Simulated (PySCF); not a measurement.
A TDDFT job was run through a driver script with this input:

```
{"job": {"kind": "uv", "xc": "CAM-B3LYP", "basis": "def2-SVPD", "nstates": 8, "ntriplets": 3}, "charge": 0, "multiplicity": 1}
C      2.638340     0.533988     0.176892
C      1.476439    -0.346857     0.622043
Si    -0.147257     0.107169    -0.241023
Cl    -0.715711     1.991526     0.237114
S     -1.632945    -1.301495     0.416070
C     -3.134627    -0.514121    -0.244572
H      2.426091     1.581261     0.378812
H      2.819352     0.424833    -0.889822
H      3.549705     0.263384     0.706141
H      1.717408    -1.391191     0.422799
H      1.355854    -0.260885     1.704191
H     -0.073195     0.041240    -1.698537
H     -3.094293    -0.504367    -1.328869
H     -3.215253     0.495945     0.143229
H     -3.974324    -1.112440     0.091584
```

Method: TDDFT CAM-B3LYP/def2-SVPD, vertical, gas phase, core orbitals frozen in the response (PySCF 2.14.0, density-fitted response routines). Job line and output are in the format of a driver script around the code.

Question: Give the output without the SCF cycles.

Answer: 
```
converged SCF energy = -1267.2276573493

Static polarisability (au): isotropic 96.652, principal 79.947 94.510 115.500

Singlet excitations
state   eV       nm        f      main configurations
  1   5.5708    222.6   0.00295   H->L 0.82
  2   6.5022    190.7   0.03166   H->L+2 0.85
  3   6.9346    178.8   0.00331   H->L+3 0.66, H->L+1 0.11, H->L+5 0.08
  4   6.9924    177.3   0.01856   H->L+1 0.46, H->L+6 0.10, H-1->L 0.10
  5   7.3439    168.8   0.01820   H-1->L 0.36, H->L+4 0.16, H->L+3 0.12
  6   7.5078    165.1   0.05898   H-1->L 0.33, H->L+4 0.30, H->L+8 0.09
  7   7.6146    162.8   0.05240   H->L+5 0.37, H->L+7 0.15, H->L+8 0.14
  8   7.7124    160.8   0.01098   H->L+5 0.23, H->L+6 0.23, H->L+10 0.11

Triplet excitations (Tamm-Dancoff, eV): 5.2052 6.0405 6.5075
```

The structure is a single GFN2-xTB conformer in the gas phase; no vibrational or solvent corrections.

H and L stand for HOMO and LUMO.

The values belong to the conformer `[CH3:1][CH2:2][Si@H:3]([Cl:4])[S:5][CH3:6]`: C1–C2–Si3–Cl4 -63°, C2–Si3–S5–C6 169°.

Without π bonds the low states are Rydberg-like; a valence basis with one diffuse set may place them up to an eV too high.
